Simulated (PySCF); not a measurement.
Compound: 4-chlorobenzonitrile, C₇H₄ClN.
Numbering: `[N:1]#[C:2][c:3]1[cH:4][cH:5][c:6]([Cl:7])[cH:8][cH:9]1`

Structure used (PBE0-D3(BJ)/def2-TZVP), in Å, numbered top down from 1:
```xyz
13
C7H4ClN angstrom
N      3.5935   -0.6804   -0.4388
C      2.4699   -0.4676   -0.3021
C      1.0789   -0.2048   -0.1324
C      0.6097    1.1087   -0.1416
C     -0.7381    1.3644    0.0228
C     -1.6160    0.3038    0.1964
Cl    -3.2954    0.6204    0.4014
C     -1.1631   -1.0079    0.2077
C      0.1852   -1.2610    0.0430
H      1.3066    1.9260   -0.2780
H     -1.1131    2.3794    0.0175
H     -1.8653   -1.8197    0.3444
H      0.5531   -2.2793    0.0494
```

NICS = −σ at a ghost point: NICS(0) at the centroid of the ring atoms, NICS(1) 1 Å to either side along the normal of their mean plane, zz for the tensor component along that normal. Level: GIAO B97-2/pcSseg-2 (PySCF, non-relativistic, gas phase) on the PBE0-D3(BJ)/def2-TZVP geometry, one conformer.

Ring bond lengths (Å): C3–C4 1.395, C4–C5 1.382, C5–C6 1.388, C6–C8 1.388, C8–C9 1.382, C9–C3 1.395.

Q: What do the NICS probes read (ppm)?

A: 
| ring | type | NICS(0) | NICS(1), two faces | NICS(1)zz, two faces | rms pucker (Å) | centre to ring atoms, mean (Å) |
| --- | --- | --- | --- | --- | --- | --- |
| C3–C4–C5–C6–C8–C9 | 6-membered carbocycle; formal bonds all aromatic | -9.1 | -9.6 / -9.6 | -26.2 / -26.2 | 0.00 | 1.39 |

Q: What can be read from them?

A: 
- C3–C4–C5–C6–C8–C9: mean NICS(1)zz -26.2 ppm, shielded. For a flat ring without four-coordinate atoms the NICS criterion counts such a value as aromatic.

Q: And the bond-length index? HOMA = 1 − mean of α(R − Ropt)² over the ring bonds, with Krygowski's 1993 parameters (CC: Ropt 1.388 Å, α 257.7 Å⁻²).

A: 
- C3–C4–C5–C6–C8–C9: HOMA 0.99 = 1 − EN − GEO, with mean bond length 1.388 Å, EN = α(Ropt − mean)² = 0.000 and GEO = α × variance = 0.007. The geometric and the magnetic index point the same way.

Q: How do the values depend on the level or the medium?

A: 
| level | NICS(0), C3–C4–C5–C6–C8–C9 | mean NICS(1)zz, C3–C4–C5–C6–C8–C9 |
| --- | --- | --- |
| B97-2/pcSseg-2, gas | -9.1 | -26.2 |
| KT3/pcSseg-2, gas | -8.8 | -24.9 |
| PBE0/pcSseg-2, gas | -9.0 | -26.4 |
| wB97X-D/pcSseg-2, gas | -9.0 | -26.8 |
| WP04/pcSseg-2, IEF-PCM chloroform | -9.4 | -25.6 |
| wB97X-D/pcSseg-2, IEF-PCM chloroform | -8.9 | -26.8 |

The geometry is the same throughout; the continuum's cavity takes Bondi-type radii × 1.2.
